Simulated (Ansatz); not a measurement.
Consider the ligand exchange at the In–Cl bond: `[F][In]([Cl])[Cl]` + silanol → `[F][In]([Cl])[O][SiH3]` + HCl.

Program: Ansatz. Geometries: PBE0-D4/def2-TZVP. ΔE: electronic, gas phase. CCSD(T)/CBS is the MP2 limit (def2-TZVPP, def2-QZVPP) plus CCSD(T) − MP2 in def2-TZVPP, frozen cores. This one scheme is used for every species. DFT in def2-TZVPP. B3LYP here is the variant with VWN-RPA as its local correlation; programs differ in this. def2 core potentials past Kr. For In outer-core shells are correlated without core-valence functions, which leaves a few kJ/mol of doubt a bond. Each species was taken in one conformer, which may not be the lowest.

```csv
level,ΔE (kJ/mol)
B3LYP-D4,73.1
r2SCAN,75.4
HF/def2-TZVPP,82.4
HF/def2-QZVPP,80.8
```

Q: What does CCSD(T)/CBS give? (Estimate.)

A: Ansatz gave: +66.2 kJ/mol. The listed levels differ from it by 6.9, 9.2, 16.2, 14.6 kJ/mol.

Largest T1 diagnostic among the species: 0.015.

In def2-TZVPP, CCSD(T) changes the Hartree–Fock value by −17.5 kJ/mol (the triples alone add −2.0 kJ/mol) and MP2 by −16.1 kJ/mol. From r2SCAN to r2SCAN0 (25 % exact exchange), in def2-TZVPP and without D4, ΔE moves by +4.1 kJ/mol. Leaving LDA and LC-ωPBE aside and taking each functional with its dispersion term where it has one, the values, not all of them listed here, spread over 9.2 kJ/mol, from BLYP-D4 to r2SCAN0-D4.
